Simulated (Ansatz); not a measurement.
CH4GeOSe can be A, `O=[CH][GeH2][SeH]`, or B, `O=C[Se][GeH3]`.

Gas-phase electronic energies from Ansatz, PBE0-D4/def2-TZVP geometries. CCSD(T)/CBS is the MP2 limit (def2-TZVPP, def2-QZVPP) plus CCSD(T) − MP2 in def2-TZVPP, frozen cores. DFT in def2-TZVPP. B3LYP here is the variant with VWN-RPA as its local correlation; programs differ in this. For Ge, Se outer-core shells are correlated without core-valence functions, which leaves a few kJ/mol of doubt a bond. Scalar relativity is left out up to krypton. Each species was taken in one conformer, which may not be the lowest.

A:

```xyz
8

O     0.6397   -1.8598    1.2617
C    -0.0280   -1.3714    0.3955
Ge    0.4895    0.3303   -0.5373
Se   -1.3290    1.8183   -0.3611
H    -0.9979   -1.8314    0.0941
H     0.6469    0.0909   -2.0472
H     1.7665    0.8954    0.0973
H    -1.1875    1.9277    1.0971
```

B:

Z-matrix (Å, degrees):
```
Ge
Se 1 2.371
H 1 1.530 2 109.0
H 1 1.535 2 104.0 3 118.7
H 1 1.530 2 109.0 3 -122.7
C 2 1.921 1 93.4 3 61.3
O 6 1.194 2 125.2 1 0.0
H 6 1.104 2 111.5 1 -180.0
```

**Question.** Which is lower in electronic energy at CCSD(T)/CBS, and by how much? (Best estimate.)

**Answer.** Computed: B, by 6.9 kcal/mol.

**Question.** Give E(B) − E(A) in kcal/mol with B3LYP, r2SCAN-D4, ωB97M-V, HF/def2-TZVPP, B2PLYP, MP2/def2-TZVPP, PBE-D4. (Estimate.)

**Answer.** The calculation gave: B3LYP -7.1, r2SCAN-D4 -9.4, ωB97M-V -6.8, HF/def2-TZVPP -4.2, B2PLYP -7.7, MP2/def2-TZVPP -8.2, PBE-D4 -9.3. None reverses the order clearly.

Largest T1 diagnostic: 0.014.

From PBE to PBE0 (25 % exact exchange), in def2-TZVPP and without D4, E(B) − E(A) moves by +1.2 kcal/mol. In def2-TZVPP, CCSD(T) changes the Hartree–Fock value by −2.7 kcal/mol (the triples alone add −1.1 kcal/mol) and MP2 by −4.0 kcal/mol.
